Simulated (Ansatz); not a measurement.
Calculated with Ansatz (gas phase, PBE0-D4/def2-TZVP geometries, no zero-point term in ΔE). CCSD(T)/CBS is the MP2 limit (def2-TZVPP, def2-QZVPP) plus CCSD(T) − MP2 in def2-TZVPP, frozen cores. This one scheme is used for every species. Functionals use def2-TZVPP. B3LYP here is the variant with VWN-RPA as its local correlation; programs differ in this. For Ga outer-core shells are correlated without core-valence functions, which leaves a few kJ/mol of doubt a bond. Scalar relativity is left out up to krypton. One conformer a species, not always the lowest.

Consider the ligand exchange at a Ga–N bond: `[CH3][Ga]([Cl])[N]=C=O` + HCl → `[CH3][Ga]([Cl])[Cl]` + `N=C=O`.

```json
{"level": "BLYP-D4", "ΔE (kJ/mol)": "-39.2", "difference from CCSD(T)/CBS": "-6.3"}
{"level": "B97M-V", "ΔE (kJ/mol)": "-42.1", "difference from CCSD(T)/CBS": "-9.2"}
{"level": "PBE0-D4", "ΔE (kJ/mol)": "-40.6", "difference from CCSD(T)/CBS": "-7.7"}
{"level": "BHLYP-D4", "ΔE (kJ/mol)": "-36.4", "difference from CCSD(T)/CBS": "-3.5"}
{"level": "CAM-B3LYP-D4", "ΔE (kJ/mol)": "-35.4", "difference from CCSD(T)/CBS": "-2.5"}
{"level": "ωB97M-V", "ΔE (kJ/mol)": "-39.0", "difference from CCSD(T)/CBS": "-6.1"}
{"level": "B3LYP", "ΔE (kJ/mol)": "-40.9", "difference from CCSD(T)/CBS": "-8.0"}
{"level": "r2SCANh", "ΔE (kJ/mol)": "-42.0", "difference from CCSD(T)/CBS": "-9.1"}
{"level": "r2SCAN0", "ΔE (kJ/mol)": "-41.0", "difference from CCSD(T)/CBS": "-8.1"}
{"level": "CAM-B3LYP", "ΔE (kJ/mol)": "-37.1", "difference from CCSD(T)/CBS": "-4.2"}
{"level": "RPA@PBE/def2-TZVPP", "ΔE (kJ/mol)": "-27.8", "difference from CCSD(T)/CBS": "5.1"}
{"level": "CCSD(T)/def2-TZVPP", "ΔE (kJ/mol)": "-29.6", "difference from CCSD(T)/CBS": "3.3"}
{"level": "HF/def2-QZVPP", "ΔE (kJ/mol)": "-33.6", "difference from CCSD(T)/CBS": "-0.7"}
{"level": "SCS-MP2/def2-QZVPP", "ΔE (kJ/mol)": "-30.6", "difference from CCSD(T)/CBS": "2.3"}
{"level": "HF/CBS(def2)", "ΔE (kJ/mol)": "-33.5", "difference from CCSD(T)/CBS": "-0.6"}
{"level": "MP2/CBS(def2)", "ΔE (kJ/mol)": "-32.8", "difference from CCSD(T)/CBS": "0.1"}
{"level": "CCSD(T)/CBS", "ΔE (kJ/mol)": "-32.9", "difference from CCSD(T)/CBS": "0"}
```

Largest T1 diagnostic among the species: 0.018.

In def2-TZVPP, CCSD(T) changes the Hartree–Fock value by +4.9 kJ/mol (the triples alone add −0.3 kJ/mol) and MP2 by +5.0 kJ/mol. Leaving LDA and LC-ωPBE aside and taking each functional with its dispersion term where it has one, the values, not all of them listed here, spread over 7.5 kJ/mol, from PBE-D4 to CAM-B3LYP-D4. LDA lies +3.1 kJ/mol from PBE without D4. From BLYP to BHLYP (50 % exact exchange), in def2-TZVPP and without D4, ΔE moves by +4.9 kJ/mol.

CCSD(T)/CBS has its own doubt, a few kJ/mol and more with outer-core shells, so smaller differences from it don't rank the levels.
